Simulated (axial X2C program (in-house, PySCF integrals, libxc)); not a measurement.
## Nuclear properties of AsCN⁺

Computed with an in-house all-electron X2C program for linear molecules (integrals from PySCF): two-component X2C with atomic mean-field Coulomb and Gaunt terms, Gaussian nuclei, basis As dyall-v3z, C dyall-v3z, N dyall-av3z with contracted cores.

As–C–N held linear, with bonds 1.821 and 1.170 Å (near the PBE0 minimum at charge 1 of the determinant lowest at the starting distance; the state shown can have its own minimum elsewhere, held linear; other orders of the atoms were not compared).

Input and command:
```json
{"zs": [33, 6, 7], "q": 1, "bas": ["dyall-v3z", "dyall-v3z", "dyall-av3z"], "r0": [1.91, 1.16], "symm": 0, "scan": ["PBE0", "HF", "LDA"], "levels": ["PBE0", "HF", "LDA"], "nst": 2}
```
```bash
python solin.py task.json out
```

Keys: zs atomic numbers; q charge; bas basis sets; r0 starting distance in Å; symm equal bonds; scan levels of the two-bond scan; levels methods; nst determinants followed.

Determinant lowest in the PBE0 search, Ω = 1/2 (⟨Sz⟩ = -0.50, ⟨Lz⟩ = 1.00 at PBE0), spin on the atoms As -0.47, C 0.07, N -0.10:

```csv
level,Eeff magnitude (GV/cm),Ws magnitude As (kHz),A∥/gI As (MHz),qzz As (a.u.),A∥/gI C (MHz),qzz C (a.u.),A∥/gI N (MHz),qzz N (a.u.)
PBE0,0.0944,0.0679,2080,-3.39,21,-0.33,151,-1.40
HF,0.402,0.342,1940,-3.79,95.2,-0.35,88.1,-1.45
LDA,0.0642,0.0656,2080,-3.23,29.3,-0.34,157,-1.37
```

Determinant 0.18 eV from it at PBE0 and this distance, Ω = 3/2 (⟨Sz⟩ = 0.50, ⟨Lz⟩ = 1.00 at PBE0), spin on the atoms As 0.48, C -0.07, N 0.09:

```
level  Eeff magnitude (GV/cm)  Ws magnitude As (kHz)  A∥/gI As (MHz)  qzz As (a.u.)  A∥/gI C (MHz)  qzz C (a.u.)  A∥/gI N (MHz)  qzz N (a.u.)
 PBE0                   0.438                  0.119             356          -3.54          -6.65         -0.33           38.7         -1.40
   HF                    1.17                  0.331             499          -4.01          -35.9         -0.35           16.4         -1.45
  LDA                   0.228                 0.0591             362          -3.39          -2.36         -0.34           34.9         -1.37
```

Eeff is the effective electric field on the electron electric dipole moment in this Ω state and Ws the scalar–pseudoscalar constant of the nucleus named (defined with the proton number Z and per Ω); A∥ (defined per Ω) follows by multiplying with gI = μI/(I μN); qzz is the electric field gradient, eQq0 = 234.96 MHz × Q/barn × qzz. The operators were transformed with the bare-nucleus X2C matrices; with these basis sets, hyperfine constants and field gradients can be off by tens of per cent, and where levels differ in sign neither size nor sign is settled.

Problem. With gI(75As) = 0.9597, Q(75As) = 0.311 barn, gI(14N) = 0.4038, Q(14N) = 0.02044 barn (g factors from the IAEA table of nuclear moments by Stone; Q from Pyykkö, Mol. Phys. 2018), turn the PBE0 values of the first state into constants in MHz.

Solution. A∥(75As) = 2080 × 0.9597 = 2000 MHz; eQq0(75As) = 234.96 × (0.311) × (-3.39) = -248 MHz; A∥(14N) = 151 × 0.4038 = 61 MHz; eQq0(14N) = 234.96 × (0.02044) × (-1.40) = -6.72 MHz.

The molecule was held linear; bending was not examined, so a bent shape may lie lower.

Each state is one determinant with collinear spin. Unrestricted Hartree–Fock can overshoot spin polarisation at the nuclei. In the state Ω = 1/2 the sign of Eeff differs between levels (LDA against PBE0). Where Eeff spreads by more than a factor of two the levels disagree and none is to be relied on. The search compared states at one distance, so a state with another bond length can lie lower. The sign of Ws at As differs between levels in the first state. Where a field gradient or hyperfine factor spreads by more than a factor of two over the levels, a constant derived from it is not to be relied on. PBE0 term energies can be off by some tenths of an eV.
